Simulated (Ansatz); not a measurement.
`B[SiH](N)[SiH2]F` + NH₃ → `N[SiH2]F` + `B[SiH2]N`  (cleavage of the Si–Si bond)

Calculated with Ansatz (gas phase, PBE0-D4/def2-TZVP geometries, no zero-point term in ΔE). CCSD(T)/CBS is the MP2 limit (def2-TZVPP, def2-QZVPP) plus CCSD(T) − MP2 in def2-TZVPP, frozen cores. This one scheme is used for every species. Functionals use def2-TZVPP. B3LYP here is the variant with VWN-RPA as its local correlation; programs differ in this. One conformer a species, not always the lowest.

`B[SiH](N)[SiH2]F`:

```xyz
12

B    -1.732   -0.970    0.241
Si    0.193   -0.612   -0.121
N     1.215   -0.834    1.249
Si    0.301    1.623   -0.850
F    -0.503    2.593    0.151
H    -2.506   -0.888   -0.667
H    -2.169   -1.223    1.325
H     0.593   -1.380   -1.350
H     1.014   -1.561    1.916
H     2.200   -0.634    1.210
H    -0.310    1.767   -2.198
H     1.704    2.119   -0.905
```

NH₃:

Z-matrix (Å, degrees):
```
N
H 1 1.013
H 1 1.013 2 107.1
H 1 1.013 2 107.1 3 -114.5
```

`N[SiH2]F`:

Z-matrix (Å, degrees):
```
Si
F 1 1.605
N 1 1.696 2 114.6
H 1 1.479 2 105.8 3 -119.3
H 1 1.479 2 105.8 3 119.3
H 3 1.006 1 122.0 2 77.5
H 3 1.006 1 122.0 2 -77.5
```

`B[SiH2]N`:

```xyz
9

B     0.632    1.454   -0.422
Si   -0.622   -0.042    0.026
N     0.218   -1.421    0.630
H     1.806    1.287   -0.594
H     0.211    2.561   -0.589
H    -1.399   -0.262   -1.245
H    -1.638    0.347    1.044
H    -0.293   -2.228    0.951
H     1.085   -1.696    0.199
```

```json
{"level": "PBE", "ΔE (kJ/mol)": "-58.2"}
{"level": "r2SCAN", "ΔE (kJ/mol)": "-71.6"}
{"level": "B3LYP", "ΔE (kJ/mol)": "-79.0"}
{"level": "MP2/def2-TZVPP", "ΔE (kJ/mol)": "-85.4"}
{"level": "SCS-MP2/def2-TZVPP", "ΔE (kJ/mol)": "-88.0"}
{"level": "CCSD(T)/def2-TZVPP", "ΔE (kJ/mol)": "-78.3"}
{"level": "MP2/def2-QZVPP", "ΔE (kJ/mol)": "-85.1"}
{"level": "MP2/CBS(def2)", "ΔE (kJ/mol)": "-84.3"}
```

(1) What does CCSD(T)/CBS give? (Estimate.)

Largest T1 diagnostic among the species: 0.013.

Answers

(1) The calculation gave: -77.3 kJ/mol. The listed levels differ from it by 19.1, 5.7, -1.7, -8.1, -10.7, -1.0, -7.8, -7.0 kJ/mol.

From PBE to PBE0 (25 % exact exchange), in def2-TZVPP and without D4, ΔE moves by −8.3 kJ/mol. In def2-TZVPP, CCSD(T) changes the Hartree–Fock value by +21.2 kJ/mol (the triples alone add +3.3 kJ/mol) and MP2 by +14.2 kJ/mol. The D4 term adds +6.6 kJ/mol with B3LYP and +4.1 kJ/mol with PBE0; it sums over pairs of atoms, weighted by their polarisabilities, and B3LYP, whose exchange is more repulsive, gets the larger term.
